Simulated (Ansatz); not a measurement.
Consider the ligand exchange at a B–C bond: `CCB(C)F` + `C=N` → `C=NB(C)F` + `CC`.

Isolated molecules relaxed with PBE0-D4/def2-TZVP in Ansatz; ΔE leaves out vibrations. CCSD(T)/CBS is the MP2 limit (def2-TZVPP, def2-QZVPP) plus CCSD(T) − MP2 in def2-TZVPP, frozen cores. This one scheme is used for every species. DFT in def2-TZVPP. HSE06 is defined as in plane-wave codes. Each species was taken in one conformer, which may not be the lowest.

```
          level  ΔE (kJ/mol)  difference from CCSD(T)/CBS
      r2SCAN-D4        -84.9                         -9.9
       HSE06-D4        -82.7                         -7.7
   CAM-B3LYP-D4        -85.7                        -10.7
        ωB97X-V        -76.0                         -1.0
         B2PLYP        -84.8                         -9.8
            PBE        -86.9                        -11.9
         revPBE        -85.8                        -10.8
           PBE0        -83.4                         -8.4
        r2SCANh        -84.4                         -9.4
        LC-ωPBE        -79.3                         -4.3
   MP2/def2-SVP        -89.8                        -14.8
  HF/def2-TZVPP        -80.5                         -5.5
CCSD/def2-TZVPP        -74.5                          0.5
 MP2/def2-QZVPP        -78.6                         -3.6
  MP2/CBS(def2)        -78.8                         -3.8
 CCSD/CBS(def2)        -74.9                          0.1
    CCSD(T)/CBS        -75.0                            0
```

Task: What do rigid-rotor, harmonic-oscillator terms from PBE0-D4/def2-TZVP frequencies (298.15 K, 1 bar) make of the CCSD(T)/CBS value? (An estimate is asked.)

Result: Computed: ΔZPE = +1.9 kJ/mol, ΔH = -73.8 kJ/mol, ΔS = -22 J/(mol·K), ΔG = -67.4 kJ/mol. Modes under 50 cm⁻¹ make the entropy rough.

Largest T1 diagnostic among the species: 0.013.

Leaving LDA and LC-ωPBE aside and taking each functional with its dispersion term where it has one, the values, not all of them listed here, spread over 14.0 kJ/mol, from BLYP-D4 to ωB97X-V. LDA lies −5.0 kJ/mol from PBE without D4. From PBE to PBE0 (25 % exact exchange), in def2-TZVPP and without D4, ΔE moves by +3.5 kJ/mol.
